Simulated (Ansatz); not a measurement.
Ansatz (a quantum-chemistry and plane-wave program) input (HF/6-31G*):

Ansatz 0.2 input:
```yaml
crystal:
  periodic: [false, false, false]
  atoms:
    - {symbol: Si, position_ang: [0.00000000, 0.00000000, 1.11550728]}
    - {symbol: Si, position_ang: [-0.00000000, -0.00000000, -0.94183452]}
    - {symbol: H, position_ang: [-0.00000000, -0.00000000, -2.43141851]}
basis:
  gaussian:
    orbitals: 6-31G*
hamiltonian:
  xc: {name: HF}
total_charge: -1
phonons: {temperatures: {t_min: 298.15, t_max: 298.15, t_step: 100}}
```

Output:

```
Functional definition: HF
integrals: 0.00 GiB planned
374 factors; integrals over basis functions are off by at most 6.6e-4 eV
mean field: 0.06 GiB planned
mean field evaluation 1: about -15736.0978 eV, gradient 1.0e1 eV
mean field evaluation 2: about -15736.1052 eV, gradient 1.0e1 eV
mean field evaluation 4: about -15736.7737 eV, gradient 2.3e0 eV
mean field evaluation 8: about -15736.8180 eV, gradient 9.9e-4 eV
mean field -15736.81800605 eV, -578.3173949239 hartree, gradient 2.0e-5 eV, S^2 0.000000; 0 other end points of the search recorded, 0 dependent functions left out
the calculation of the forces begins
reference -15736.81800605 eV, -578.3173949239 hartree; 15, 15 occupied and 25, 25 virtual orbitals, 374 factors
these checks for a lower state are left out or cut short: stability, starts, cluster_reference, orbital_swaps, neighbouring_geometries, increment
integrals: 0.00 GiB planned
374 factors; integrals over basis functions are off by at most 6.6e-4 eV
mean field: 0.06 GiB planned
mean field evaluation 16: about -15736.8180 eV, gradient 3.0e-5 eV
mean field -15736.81800609 eV, -578.3173949253 hartree, gradient 7.5e-7 eV, S^2 0.000000; 0 other end points of the search recorded, 0 dependent functions left out
the calculation of the forces begins
reference -15736.81800609 eV, -578.3173949253 hartree; 15, 15 occupied and 25, 25 virtual orbitals, 374 factors
these checks for a lower state are left out or cut short: stability, starts, cluster_reference, orbital_swaps, neighbouring_geometries, increment
integrals: 0.00 GiB planned
374 factors; integrals over basis functions are off by at most 6.6e-4 eV
mean field: 0.06 GiB planned
mean field -15736.81800609 eV, -578.3173949253 hartree, gradient 7.5e-7 eV, S^2 0.000000; 0 other end points of the search recorded, 0 dependent functions left out
the calculation of the forces begins
reference -15736.81800609 eV, -578.3173949253 hartree; 15, 15 occupied and 25, 25 virtual orbitals, 374 factors
these checks for a lower state are left out or cut short: stability, starts, cluster_reference, orbital_swaps, neighbouring_geometries, increment
integrals: 0.00 GiB planned
374 factors; integrals over basis functions are off by at most 6.6e-4 eV
mean field: 0.06 GiB planned
mean field evaluation 32: about -15736.8180 eV, gradient 7.5e-7 eV
mean field -15736.81800609 eV, -578.3173949253 hartree, gradient 7.5e-7 eV, S^2 0.000000; 0 other end points of the search recorded, 0 dependent functions left out
the calculation of the forces begins
reference -15736.81800609 eV, -578.3173949253 hartree; 15, 15 occupied and 25, 25 virtual orbitals, 374 factors
these checks for a lower state are left out or cut short: stability, starts, cluster_reference, orbital_swaps, neighbouring_geometries, increment
integrals: 0.00 GiB planned
374 factors; integrals over basis functions are off by at most 6.6e-4 eV
mean field: 0.06 GiB planned
mean field -15736.81800609 eV, -578.3173949253 hartree, gradient 7.5e-7 eV, S^2 0.000000; 0 other end points of the search recorded, 0 dependent functions left out
the calculation of the forces begins
reference -15736.81800609 eV, -578.3173949253 hartree; 15, 15 occupied and 25, 25 virtual orbitals, 374 factors
these checks for a lower state are left out or cut short: stability, starts, cluster_reference, orbital_swaps, neighbouring_geometries, increment
integrals: 0.00 GiB planned
374 factors; integrals over basis functions are off by at most 6.6e-4 eV
mean field: 0.06 GiB planned
mean field -15736.81792988 eV, -578.3173921248 hartree, gradient 2.6e-6 eV, S^2 0.000000; 0 other end points of the search recorded, 0 dependent functions left out
the calculation of the forces begins
reference -15736.81792988 eV, -578.3173921248 hartree; 15, 15 occupied and 25, 25 virtual orbitals, 374 factors
these checks for a lower state are left out or cut short: stability, starts, cluster_reference, orbital_swaps, neighbouring_geometries, increment
integrals: 0.00 GiB planned
374 factors; integrals over basis functions are off by at most 6.6e-4 eV
mean field: 0.06 GiB planned
mean field -15736.81792940 eV, -578.3173921072 hartree, gradient 1.9e-6 eV, S^2 0.000000; 0 other end points of the search recorded, 0 dependent functions left out
the calculation of the forces begins
reference -15736.81792940 eV, -578.3173921072 hartree; 15, 15 occupied and 25, 25 virtual orbitals, 374 factors
these checks for a lower state are left out or cut short: stability, starts, cluster_reference, orbital_swaps, neighbouring_geometries, increment
integrals: 0.00 GiB planned
374 factors; integrals over basis functions are off by at most 6.6e-4 eV
mean field: 0.06 GiB planned
mean field -15736.81800626 eV, -578.3173949319 hartree, gradient 2.6e-6 eV, S^2 0.000000; 0 other end points of the search recorded, 0 dependent functions left out
the calculation of the forces begins
reference -15736.81800626 eV, -578.3173949319 hartree; 15, 15 occupied and 25, 25 virtual orbitals, 374 factors
these checks for a lower state are left out or cut short: stability, starts, cluster_reference, orbital_swaps, neighbouring_geometries, increment
integrals: 0.00 GiB planned
374 factors; integrals over basis functions are off by at most 6.6e-4 eV
mean field: 0.06 GiB planned
mean field evaluation 64: about -15736.8180 eV, gradient 2.7e-5 eV
mean field -15736.81800626 eV, -578.3173949319 hartree, gradient 2.6e-6 eV, S^2 0.000000; 0 other end points of the search recorded, 0 dependent functions left out
the calculation of the forces begins
reference -15736.81800626 eV, -578.3173949319 hartree; 15, 15 occupied and 25, 25 virtual orbitals, 374 factors
these checks for a lower state are left out or cut short: stability, starts, cluster_reference, orbital_swaps, neighbouring_geometries, increment
integrals: 0.00 GiB planned
374 factors; integrals over basis functions are off by at most 6.6e-4 eV
mean field: 0.06 GiB planned
mean field -15736.81800626 eV, -578.3173949319 hartree, gradient 2.6e-6 eV, S^2 0.000000; 0 other end points of the search recorded, 0 dependent functions left out
the calculation of the forces begins
reference -15736.81800626 eV, -578.3173949319 hartree; 15, 15 occupied and 25, 25 virtual orbitals, 374 factors
these checks for a lower state are left out or cut short: stability, starts, cluster_reference, orbital_swaps, neighbouring_geometries, increment
integrals: 0.00 GiB planned
374 factors; integrals over basis functions are off by at most 6.6e-4 eV
mean field: 0.06 GiB planned
mean field -15736.81800626 eV, -578.3173949319 hartree, gradient 2.6e-6 eV, S^2 0.000000; 0 other end points of the search recorded, 0 dependent functions left out
the calculation of the forces begins
reference -15736.81800626 eV, -578.3173949319 hartree; 15, 15 occupied and 25, 25 virtual orbitals, 374 factors
these checks for a lower state are left out or cut short: stability, starts, cluster_reference, orbital_swaps, neighbouring_geometries, increment
integrals: 0.00 GiB planned
374 factors; integrals over basis functions are off by at most 6.6e-4 eV
mean field: 0.06 GiB planned
mean field -15736.81787176 eV, -578.3173899889 hartree, gradient 1.2e-6 eV, S^2 0.000000; 0 other end points of the search recorded, 0 dependent functions left out
the calculation of the forces begins
reference -15736.81787176 eV, -578.3173899889 hartree; 15, 15 occupied and 25, 25 virtual orbitals, 374 factors
these checks for a lower state are left out or cut short: stability, starts, cluster_reference, orbital_swaps, neighbouring_geometries, increment
integrals: 0.00 GiB planned
374 factors; integrals over basis functions are off by at most 6.6e-4 eV
mean field: 0.06 GiB planned
mean field evaluation 96: about -15736.8179 eV, gradient 1.0e-6 eV
mean field -15736.81787178 eV, -578.3173899895 hartree, gradient 1.0e-6 eV, S^2 0.000000; 0 other end points of the search recorded, 0 dependent functions left out
the calculation of the forces begins
reference -15736.81787178 eV, -578.3173899895 hartree; 15, 15 occupied and 25, 25 virtual orbitals, 374 factors
these checks for a lower state are left out or cut short: stability, starts, cluster_reference, orbital_swaps, neighbouring_geometries, increment
integrals: 0.00 GiB planned
374 factors; integrals over basis functions are off by at most 6.6e-4 eV
mean field: 0.06 GiB planned
mean field -15736.81800612 eV, -578.3173949266 hartree, gradient 2.8e-6 eV, S^2 0.000000; 0 other end points of the search recorded, 0 dependent functions left out
the calculation of the forces begins
reference -15736.81800612 eV, -578.3173949266 hartree; 15, 15 occupied and 25, 25 virtual orbitals, 374 factors
these checks for a lower state are left out or cut short: stability, starts, cluster_reference, orbital_swaps, neighbouring_geometries, increment
integrals: 0.00 GiB planned
374 factors; integrals over basis functions are off by at most 6.6e-4 eV
mean field: 0.06 GiB planned
mean field -15736.81800612 eV, -578.3173949266 hartree, gradient 2.8e-6 eV, S^2 0.000000; 0 other end points of the search recorded, 0 dependent functions left out
the calculation of the forces begins
reference -15736.81800612 eV, -578.3173949266 hartree; 15, 15 occupied and 25, 25 virtual orbitals, 374 factors
these checks for a lower state are left out or cut short: stability, starts, cluster_reference, orbital_swaps, neighbouring_geometries, increment
integrals: 0.00 GiB planned
374 factors; integrals over basis functions are off by at most 6.6e-4 eV
mean field: 0.06 GiB planned
mean field -15736.81800612 eV, -578.3173949266 hartree, gradient 2.8e-6 eV, S^2 0.000000; 0 other end points of the search recorded, 0 dependent functions left out
the calculation of the forces begins
reference -15736.81800612 eV, -578.3173949266 hartree; 15, 15 occupied and 25, 25 virtual orbitals, 374 factors
these checks for a lower state are left out or cut short: stability, starts, cluster_reference, orbital_swaps, neighbouring_geometries, increment
integrals: 0.00 GiB planned
374 factors; integrals over basis functions are off by at most 6.6e-4 eV
mean field: 0.06 GiB planned
mean field -15736.81800612 eV, -578.3173949266 hartree, gradient 2.8e-6 eV, S^2 0.000000; 0 other end points of the search recorded, 0 dependent functions left out
the calculation of the forces begins
reference -15736.81800612 eV, -578.3173949266 hartree; 15, 15 occupied and 25, 25 virtual orbitals, 374 factors
these checks for a lower state are left out or cut short: stability, starts, cluster_reference, orbital_swaps, neighbouring_geometries, increment
integrals: 0.00 GiB planned
374 factors; integrals over basis functions are off by at most 6.6e-4 eV
mean field: 0.06 GiB planned
mean field evaluation 128: about -15736.8179 eV, gradient 8.8e-5 eV
mean field -15736.81794824 eV, -578.3173927994 hartree, gradient 2.9e-6 eV, S^2 0.000000; 0 other end points of the search recorded, 0 dependent functions left out
the calculation of the forces begins
reference -15736.81794824 eV, -578.3173927994 hartree; 15, 15 occupied and 25, 25 virtual orbitals, 374 factors
these checks for a lower state are left out or cut short: stability, starts, cluster_reference, orbital_swaps, neighbouring_geometries, increment
integrals: 0.00 GiB planned
374 factors; integrals over basis functions are off by at most 6.6e-4 eV
mean field: 0.06 GiB planned
mean field -15736.81794867 eV, -578.3173928154 hartree, gradient 1.1e-6 eV, S^2 0.000000; 0 other end points of the search recorded, 0 dependent functions left out
the calculation of the forces begins
reference -15736.81794867 eV, -578.3173928154 hartree; 15, 15 occupied and 25, 25 virtual orbitals, 374 factors
WARN: phonons: modes at or below zero, which the zero-point energy, F, S and C_V leave out: 2, the lowest at -84.07 cm⁻¹ …
Total energy: -15736.81800605 eV, -578.3173949239 hartree
Atom 0 at     0.000000     0.000000     1.115507 Å, force     0.000000    -0.000000    -0.000005 eV/Å
Atom 1 at    -0.000000    -0.000000    -0.941835 Å, force     0.000000    -0.000000     0.000005 eV/Å
Atom 2 at    -0.000000    -0.000000    -2.431419 Å, force    -0.000000     0.000000     0.000000 eV/Å
Dipole moment:     0.000000    -0.000000    -0.315772 e Å
Vibrations: -84.07 -84.07 681.46 2271.68 cm⁻¹, zero-point energy 0.183071 eV
```

The blocks after the first are displaced geometries, from whose forces the wavenumbers follow.

The dipole moment of an ion depends on the origin.
